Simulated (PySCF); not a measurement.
C5H7F, SMILES C#CC[C@@H](C)F. Coordinates come from a PBE0-D3(BJ)/def2-SVP optimisation. The structure was generated by enumeration; whether it is a known compound was not checked. One conformer was computed; it need not be the lowest.

Q: Give the equilibrium geometry at PBE0-D3(BJ)/def2-SVP (PySCF confirms it by a frequency run) as Cartesian coordinates in Å. (The exact figures need the calculation; the answer reports its results.)

A: Several could match; the one computed here: 
```xyz
13

C      2.2958     0.6202     0.7627
C      1.4589    -0.1030     0.2709
C      0.4435    -0.9718    -0.3087
C     -0.9521    -0.3527    -0.3681
C     -1.4830     0.1159     0.9645
F     -0.9179     0.7159    -1.2388
H      3.0428     1.2625     1.1909
H      0.7400    -1.2481    -1.3341
H      0.3881    -1.9114     0.2671
H     -1.6328    -1.1058    -0.8053
H     -1.5745    -0.7271     1.6654
H     -0.8060     0.8639     1.4024
H     -2.4750     0.5709     0.8345
```
Charge 0, spin multiplicity 1.
